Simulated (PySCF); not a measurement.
ClFH8N2Si3, SMILES F[Si](Cl)(N[SiH3])N[SiH3]. Geometry optimised at PBE-D3(BJ)/def2-SVP. The values are those of a single conformer.

Computed equilibrium geometry at PBE-D3(BJ)/def2-SVP (PySCF confirms it by a frequency run) as bond lengths and angles (one conformer of several):
Atoms: F1 Si2 Cl3 N4 Si5 N6 Si7 H8 H9 H10 H11 H12 H13 H14 H15. Bond lengths (Å): F1–Si2 1.638, Si2–Cl3 2.077, Si2–N4 1.716, Si2–N6 1.718, N4–Si5 1.770, N4–H8 1.025, Si5–H9 1.504, Si5–H10 1.502, Si5–H11 1.503, N6–Si7 1.769, N6–H12 1.024, Si7–H13 1.503, Si7–H14 1.503, Si7–H15 1.502. Bond angles (°): F1–Si2–Cl3 105.6, F1–Si2–N4 114.5, F1–Si2–N6 102.9, Cl3–Si2–N4 105.1, Cl3–Si2–N6 115.5, N4–Si2–N6 113.4, Si2–N4–Si5 128.6, Si2–N4–H8 115.5, Si5–N4–H8 115.8, N4–Si5–H9 105.6, N4–Si5–H10 112.0, N4–Si5–H11 112.0, H9–Si5–H10 109.5, H9–Si5–H11 109.0, H10–Si5–H11 108.7, Si2–N6–Si7 126.1, Si2–N6–H12 116.9, Si7–N6–H12 116.3, N6–Si7–H13 106.2, N6–Si7–H14 111.8, N6–Si7–H15 111.6, H13–Si7–H14 109.1, H13–Si7–H15 109.6, H14–Si7–H15 108.5.
Charge 0, spin multiplicity 1.
